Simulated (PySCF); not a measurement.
Can point charges reproduce the dipole moment of `CN(C)[SiH]1CC1`?

Coordinates (PBE0-D3(BJ)/def2-SVP, Å) and charges (e) from the PBE0/pcSseg-1 density (PySCF):

| atom | x | y | z | Mulliken | IAO | Hirshfeld | ESP-fitted |
| --- | --- | --- | --- | --- | --- | --- | --- |
| C1 | -1.212 | -1.127 | -0.021 | -0.0702 | -0.2879 | -0.0666 | -0.2223 |
| N2 | -0.519 | 0.126 | 0.141 | -0.7924 | -0.4890 | -0.1694 | +0.0062 |
| C3 | -1.339 | 1.293 | -0.065 | -0.0701 | -0.2879 | -0.0666 | -0.2516 |
| Si4 | 1.058 | 0.221 | 0.834 | +0.7183 | +0.8995 | +0.3455 | +0.1879 |
| C5 | 2.406 | 1.028 | -0.146 | -0.4759 | -0.5409 | -0.1753 | -0.3533 |
| C6 | 2.477 | -0.519 | -0.099 | -0.4766 | -0.5405 | -0.1751 | -0.3628 |
| H7 | -2.038 | -1.256 | 0.707 | +0.1025 | +0.1177 | +0.0314 | +0.0736 |
| H8 | -0.519 | -1.973 | 0.104 | +0.1188 | +0.1442 | +0.0449 | +0.0845 |
| H9 | -1.654 | -1.210 | -1.033 | +0.1080 | +0.1279 | +0.0363 | +0.0789 |
| H10 | -1.793 | 1.286 | -1.075 | +0.1080 | +0.1281 | +0.0365 | +0.0845 |
| H11 | -0.736 | 2.210 | 0.017 | +0.1187 | +0.1440 | +0.0450 | +0.0935 |
| H12 | -2.170 | 1.367 | 0.665 | +0.1025 | +0.1176 | +0.0314 | +0.0808 |
| H13 | 1.161 | 0.270 | 2.319 | -0.0850 | -0.1373 | -0.0788 | -0.0408 |
| H14 | 3.211 | 1.567 | 0.366 | +0.1470 | +0.1508 | +0.0394 | +0.1399 |
| H15 | 2.159 | 1.470 | -1.118 | +0.1496 | +0.1515 | +0.0408 | +0.1271 |
| H16 | 2.277 | -1.041 | -1.041 | +0.1496 | +0.1513 | +0.0409 | +0.1300 |
| H17 | 3.323 | -0.950 | 0.447 | +0.1471 | +0.1509 | +0.0395 | +0.1439 |

**Question.** Compute μ = Σ q r for each scheme (1 e·Å = 4.803 D) and compare with the dipole of the full density.

**Answer.** The full density gives (-1.05, -0.06, -0.21) D, 1.08 D in size; dipole vectors point from the negative to the positive end.

| scheme | μx | μy | μz | size (D) | share of the full size (%) | angle to the full dipole (°) |
| --- | --- | --- | --- | --- | --- | --- |
| Mulliken | -1.93 | -0.07 | 0.66 | 2.04 | 190 | 30 |
| IAO | -1.53 | -0.04 | 1.08 | 1.88 | 174 | 47 |
| Hirshfeld | -0.95 | -0.04 | 0.22 | 0.98 | 91 | 25 |
| ESP-fitted | -1.04 | -0.06 | -0.22 | 1.06 | 99 | 1 |

**Question.** Which set comes closest?

**Answer.** Length of the difference vector: ESP-fitted 0.02 D, Hirshfeld 0.45 D, Mulliken 1.24 D, IAO 1.38 D. Closest: ESP-fitted. ESP charges are fitted to the potential around the molecule, whose slowest-falling term is the dipole's. 

**Question.** What is left for the Hirshfeld atoms' own dipoles?

**Answer.** The shares of the density sum to the whole, so what Σ q r misses lies in dipoles about the nuclei. The atomic dipoles sum to (-1.05, -0.06, -0.21) − (-0.95, -0.04, 0.22) = (-0.10, -0.02, -0.43) D, 0.45 D in size.

**Question.** With the origin at the mean of the coordinates, (0.358, 0.162, 0.059) Å, which are the largest single terms, by size, of the Hirshfeld dipole along the direction of the full one?

**Answer.** C5 +1.69, C6 +1.69, Si4 -1.40, N2 -0.69, H14 -0.55 D; all 17 atoms together +0.89 D. The single terms depend on the origin, their sum doesn't.

**Question.** Give the size of the full dipole in other units.

**Answer.** 1.08 D = 0.424 au = 0.224 e·Å = 3.59 × 10⁻³⁰ C·m.

One conformer (not necessarily the lowest) at the PBE0-D3(BJ)/def2-SVP geometry, without solvent, vibrations or thermal averaging.

Conformer computed: `[CH3:1][N:2]([CH3:3])[SiH:4]1[CH2:5][CH2:6]1`: C1–N2–Si4–C5 124°.
